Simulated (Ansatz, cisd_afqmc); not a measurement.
System: BH2, charge 0, doublet. BH2 (SMILES [BH2], doublet).
B3LYP-D3(BJ)/def2-TZVP minimum from Ansatz (a first-principles code):
```
B
H 1 1.1869
H 1 1.1869 2 129.56
```
Charge 0, spin multiplicity 2.

Total energies in cc-pVTZ, 5 correlated electrons, 1 frozen orbitals. UHF or UKS for unpaired electrons; spin-orbit terms are left out. Cores are frozen in correlated methods. No relativity. The Monte Carlo rows (phaseless AFQMC, CISD trial, step 0.005/hartree) carry one-sigma bars that omit the constraint's bias. Outlying blocks are dropped, and bars are widened where a walk drifts. Over all cases where full CI ran beside it in this data, AFQMC minus full CI had a median of +0.1 mEh and passed +0.4 mEh in a tenth of the cases. Full CI freezes restricted core orbitals and the other rows unrestricted ones, which leaves a small offset even where coupled cluster is exact.

```
method         program        energy (Eh)  error against FCI (mEh)
----------  ----------  -----------------  -----------------------
HF              Ansatz          -25.76030                   103.20
MP2             Ansatz          -25.84269                    20.81
CCSD            Ansatz          -25.86109                     2.40
CCSD(T)         Ansatz          -25.86304                     0.46
CCSDT(Q)        Ansatz          -25.86351                    -0.01
CCSDTQ          Ansatz          -25.86351                    -0.01
AFQMC/CISD  cisd_afqmc  -25.8634 ± 0.0001                0.1 ± 0.1
FCI             Ansatz          -25.86350                     0.00
```

Rough core times of Ansatz's runs on a shared machine: CCSD(T) under 20 s, CCSDT(Q) under 20 s, CCSDTQ 3 min, FCI 50 s.
